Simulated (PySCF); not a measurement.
Predicted microwave data (PBE0/pcSseg-1 in PySCF (dipole) on a GFN2-xTB geometry, gas phase) for one isomer of C5H12F2N2Si:

| Item | Value |
| --- | --- |
| Rotational constants | A = 1648, B = 826.5, C = 665.6 MHz |
| Dipole components | \|μa\| = 0.08 D, \|μb\| = 0.31 D, \|μc\| = 0.23 D |
| Inertial defect | -158.76 u·Å² |
| κ | -0.67 |

**Question.** Which candidate fits, each taken in the one conformer that was computed?
A. `[F:1][CH2:2][CH2:3][C@@:4]1([CH2:5][F:6])[CH2:7][NH:8][SiH2:9][NH:10]1` with F1–C2–C3–C4 -62°, C2–C3–C4–C5 -57°, C3–C4–C5–F6 -55°, C3–C4–C7–N8 154°, C4–C7–N8–Si9 -31°, C7–N8–Si9–N10 13°, N8–Si9–N10–C4 10°
B. `[CH3:1][NH:2][Si@@H:3]1[NH:4][CH2:5][CH2:6][C@@H:7]1[CH:8]([F:9])[F:10]` with C1–N2–Si3–N4 -64°, C6–C7–C8–F9 -172°, N2–Si3–N4–C5 -127°, Si3–N4–C5–C6 35°, N4–C5–C6–C7 -44°, C5–C6–C7–C8 156°
C. `[CH3:1][N:2]1[CH2:3][CH2:4][Si@:5]1([NH2:6])[CH2:7][CH:8]([F:9])[F:10]` with C4–Si5–N6–H -167° and 44°, C4–Si5–C7–C8 -147°, Si5–C7–C8–F9 -56°

**Answer.** A. It is FCC[C@@]1(CF)CN[SiH2]N1, an asymmetric top, point group C1. The candidates at the same level (rigid rotor, commonest isotopes):

```csv
SMILES,A (MHz),B (MHz),C (MHz),μa (D),μb (D),μc (D),Δ (u·Å²),point group,rotor
CN1CC[Si@]1(N)CC(F)F,1755,706.8,649.2,1.91,0.24,0.34,-224.59,C1,asymmetric top
CN[Si@@H]1NCC[C@@H]1C(F)F,1428,921.9,620.8,2.74,0.90,0.28,-88.09,C1,asymmetric top
FCC[C@@]1(CF)CN[SiH2]N1,1648,826.5,665.6,0.08,0.31,0.23,-158.76,C1,asymmetric top
```

`CN[Si@@H]1NCC[C@@H]1C(F)F` has A 13 % too low; `CN1CC[Si@]1(N)CC(F)F` has B 14 % too low. No structure here is proved a minimum.
